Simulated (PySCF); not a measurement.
A GIAO shielding run with PySCF 2.14 (density fitting, non-relativistic, gas phase) on `F[Si@H](N[SiH3])C1(N[SiH3])CC1`, C3H13FN2Si3:

```
$ OMP_NUM_THREADS=1 python probes_run.py task.json out

{"job": {"kind": "nmr", "xc": "PBE0", "basis": "pcSseg-1"}, "charge": 0, "multiplicity": 1}
F      0.298048    -0.523238     2.088975
Si     0.814442    -0.721761     0.565933
N      1.744412     0.638725     0.091249
Si     3.068993     1.372910     0.940173
C     -0.684090    -0.855145    -0.572988
N     -0.998178     0.276892    -1.402061
Si    -1.765633     1.711126    -0.852576
C     -1.019793    -2.201133    -1.165506
C     -1.862126    -1.644802    -0.067786
H      1.622733    -1.927840     0.654402
H      1.347056     1.197855    -0.645978
H      3.909016     0.277312     1.415225
H      3.742374     2.199572    -0.063480
H      2.612154     2.196890     2.062199
H     -0.422211     0.314008    -2.229026
H     -1.033220     2.436996     0.196830
H     -1.841562     2.528480    -2.065127
H     -3.090059     1.357179    -0.338346
H     -0.370921    -3.038067    -0.955654
H     -1.440207    -2.208994    -2.160531
H     -1.796797    -2.086397     0.914828
H     -2.844842    -1.281180    -0.324649
```

Hardware: 1 thread of an Arm Neoverse N1, shared host. The job also computes population analyses, field gradients, ring-centre shieldings.

Question: How large is the calculation?

Answer: 96 electrons, 239 basis functions and 1303 auxiliary functions.

Question: How long does it take, and how much memory does it need?

Answer: 93 s of wall time, with 12 SCF cycles and 4 response iterations; peak memory 1.1 GiB. Times on a shared host scatter by some tens of per cent.
